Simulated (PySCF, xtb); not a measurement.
F3H2HfN, SMILES [F][Hf]([F])([F])[NH2], multiplicity 1. One conformer was computed; it need not be the lowest.

Harmonic wavenumbers (cm⁻¹) from GFN2-xTB run with xtb at its own minimum, in rising order: 15, 76, 84, 129, 137, 157, 277, 442, 462, 481, 483, 522, 1489, 3326, 3342.

Problem. What does PBE0-D3(BJ)/def2-SVP in PySCF give at its own minimum? (An estimate is asked for; the answer gives what the named calculation found.)

Solution. 26, 150, 151, 153, 170, 204, 484, 500, 651, 661, 669, 672, 1508, 3571, 3661. Paired by order, the mean absolute difference is 121 cm⁻¹ and the zero-point energies are 16.3 and 18.9 kcal/mol.
